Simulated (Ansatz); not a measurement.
C2H10InNO2Si (`C[N](C)[In]([OH])[O][SiH3]`) at its PBE0-D4/def2-TZVP geometry, where that method's forces vanish. Total charge 0; spin multiplicity 1. In: def2 effective core potential.

| atom | x (Å) | y (Å) | z (Å) |
| --- | --- | --- | --- |
| C1 | -0.661 | 0.395 | -1.553 |
| N2 | 0.364 | 0.909 | -0.681 |
| C3 | 0.932 | 2.156 | -1.128 |
| In4 | 0.774 | 0.120 | 1.096 |
| O5 | 2.101 | 0.831 | 2.366 |
| O6 | -0.095 | -1.552 | 1.712 |
| Si7 | -1.226 | -2.590 | 1.184 |
| H8 | -1.507 | 1.092 | -1.650 |
| H9 | -0.265 | 0.218 | -2.564 |
| H10 | -1.057 | -0.555 | -1.188 |
| H11 | 0.173 | 2.949 | -1.206 |
| H12 | 1.389 | 2.046 | -2.123 |
| H13 | 1.709 | 2.506 | -0.446 |
| H14 | 2.163 | 0.275 | 3.147 |
| H15 | -1.425 | -3.668 | 2.189 |
| H16 | -2.537 | -1.910 | 0.958 |
| H17 | -0.834 | -3.222 | -0.112 |

For each bond, give half the difference of the two atoms' forces along it (eV/Å; positive pushes the atoms apart) under PBE-D4, r2SCAN-D4, B3LYP-D4, ωB97M-V in def2-TZVPP. (Estimate.)

The calculation gave: 
```
   bond  length (Å)  PBE-D4  r2SCAN-D4  B3LYP-D4  ωB97M-V
  C1–N2       1.440    0.02       0.13      0.15     0.25
  C1–H8       1.101    0.11      -0.04     -0.07    -0.11
 C1–H10       1.092    0.06      -0.06     -0.13    -0.07
  N2–C3       1.441    0.02       0.14      0.16     0.25
 N2–In4       1.987    0.00      -0.04      0.01    -0.17
 C3–H11       1.101    0.11      -0.04     -0.07    -0.11
 C3–H12       1.100    0.12      -0.03     -0.08    -0.12
 C3–H13       1.092    0.06      -0.06     -0.11    -0.08
 In4–O5       1.970    0.22       0.07      0.15     0.02
 In4–O6       1.983    0.06       0.05      0.08    -0.01
 O5–H14       0.961    0.41       0.04     -0.02    -0.06
 O6–Si7       1.623    0.30       0.03      0.08     0.16
Si7–H15       1.487    0.05      -0.02     -0.10    -0.16
Si7–H16       1.494    0.00      -0.03     -0.09    -0.12
```

B3LYP here is the variant with VWN-RPA as its local correlation; programs differ in this.

Program: Ansatz 0.2.0.
